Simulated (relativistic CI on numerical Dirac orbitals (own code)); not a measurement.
# Electric-dipole transitions in Fe5+

Method of calculation: Dirac-Coulomb-Breit CI, orbitals from a KLI potential per configuration, a model potential for QED, valence Slater integrals scaled by 0.9, configuration energies shifted to the measured levels that pair with them (semi-empirical) (own radial code, finite nucleus).

Configurations in the expansion (outside the closed core [Ne]): 3s2.3p6.3d3, 3s2.3p6.3d2.4s, 3s2.3p6.3d2.4p, 3s2.3p5.3d4, 3s2.3p4.3d5, 3s2.3p6.3d2.4d, 3s.3p6.3d4, 3s2.3p6.3d2.5s, 3s2.3p6.3d2.4f, 3s2.3p6.3d2.5p, 3s2.3p6.3d.4s2, 3s2.3p6.3d2.5d, 3s2.3p6.3d2.5f, 3s2.3p6.3d2.5g, 3s2.3p6.3d.4s.4p, 3s2.3p5.3d3.4s, 3p6.3d5, 3s2.3p6.3d.4p2, 3s2.3p6.3d.4s.4d, 3s2.3p5.3d3.4p, 3s2.3p6.3d.4p.4d. Levels of other configurations are missing.

```tsv
λ vac (nm)	Lower	Upper	A (s⁻¹)	log gf	S velocity/length
29.284	3s2.3p6.3d3 4F_7/2 [3]	3s2.3p6.3d2.4p 4D°_5/2 [48]	5.55e+09	-0.37	0.88
29.404	3s2.3p6.3d3 4F_9/2 [4]	3s2.3p6.3d2.4p 4D°_7/2 [47]	4.62e+09	-0.32	0.88
29.521	3s2.3p6.3d3 4F_9/2 [4]	3s2.3p6.3d2.4p 4F°_9/2 [42]	8.45e+09	0.04	0.89
29.545	3s2.3p6.3d3 4F_7/2 [3]	3s2.3p6.3d2.4p 4F°_7/2 [41]	8.31e+09	-0.06	0.89
29.575	3s2.3p6.3d3 4F_5/2 [2]	3s2.3p6.3d2.4p 4F°_5/2 [39]	7.90e+09	-0.21	0.89
29.599	3s2.3p6.3d3 4F_3/2 [1]	3s2.3p6.3d2.4p 4F°_3/2 [37]	8.62e+09	-0.34	0.89
29.953	3s2.3p6.3d3 2H_9/2 [14]	3s2.3p6.3d2.4p 2G°_7/2 [66]	1.15e+10	0.09	0.88
29.983	3s2.3p6.3d3 2H_11/2 [15]	3s2.3p6.3d2.4p 2G°_9/2 [67]	1.10e+10	0.17	0.88
118.61	3s2.3p6.3d2.4s 2G_9/2 [33]	3s2.3p6.3d2.4p 2F°_7/2 [77]	1.14e+09	0.29	0.64
124.07	3s2.3p6.3d2.4s 2G_9/2 [33]	3s2.3p6.3d2.4p 2H°_11/2 [74]	1.17e+09	0.51	1.31
126.52	3s2.3p6.3d2.4s 2G_7/2 [34]	3s2.3p6.3d2.4p 2H°_9/2 [73]	1.10e+09	0.42	1.30
126.68	3s2.3p6.3d2.4s 2F_5/2 [24]	3s2.3p6.3d2.4p 2G°_7/2 [52]	1.00e+09	0.29	1.25
127.43	3s2.3p6.3d2.4s 2F_7/2 [25]	3s2.3p6.3d2.4p 2G°_9/2 [53]	1.03e+09	0.40	1.25
127.73	3s2.3p6.3d2.4s 4P_5/2 [30]	3s2.3p6.3d2.4p 4D°_7/2 [64]	9.06e+08	0.25	1.07
128.70	3s2.3p6.3d2.4s 4F_9/2 [23]	3s2.3p6.3d2.4p 4G°_11/2 [44]	1.05e+09	0.49	1.20
128.76	3s2.3p6.3d2.4s 2D_5/2 [26]	3s2.3p6.3d2.4p 2F°_7/2 [60]	8.76e+08	0.24	1.16
129.77	3s2.3p6.3d2.4s 4F_9/2 [23]	3s2.3p6.3d2.4p 4F°_9/2 [42]	5.64e+08	0.15	0.90
130.09	3s2.3p6.3d2.4s 4F_7/2 [22]	3s2.3p6.3d2.4p 4G°_9/2 [40]	5.56e+08	0.15	1.25
139.98	3s2.3p6.3d2.4s 2G_9/2 [33]	3s2.3p6.3d2.4p 2G°_9/2 [67]	8.00e+08	0.37	0.97
140.30	3s2.3p6.3d2.4s 2G_7/2 [34]	3s2.3p6.3d2.4p 2G°_7/2 [66]	7.16e+08	0.23	0.96
```

Terms are leading LS components. Brackets give the number of a level in order of energy, since labels repeat. The list gives strong lines, with weight on those to low levels, without configurations that were not tied to measured data, among the lowest 400 of 2327 levels, so that lines to higher ones, which can be the strongest, are missing. Levels whose partners in the same complex of configurations lie outside the list can be far off, and so can their lines. Rates are taken at the computed energies, electric ones in the length gauge. A velocity-to-length ratio far from 1 marks an uncertain rate.

Configurations whose levels could be paired with our table of measured levels were shifted onto them, all but the ground configuration, by the median error of their levels; single terms can still be off by 1,000 to 2,000 cm⁻¹ or more, and rates follow the energies as ν³ (E1, M1) or ν⁵ (E2). The others borrow a shift and can be off by several thousand cm⁻¹ or more. 47 of the 48 excited levels that our extract of the measured tables holds in this range could be paired (the sources list more); they are missed by 773 cm⁻¹ on average and 2819 at most, after the shifts were fitted to these levels, and levels without a partner can miss by more. Some levels of the ground configuration have no partner and can miss by 10 % or more.

LS names give the leading component of a level, which can be under half, so a name can repeat, a term be missing and a line seem to break the LS rules.
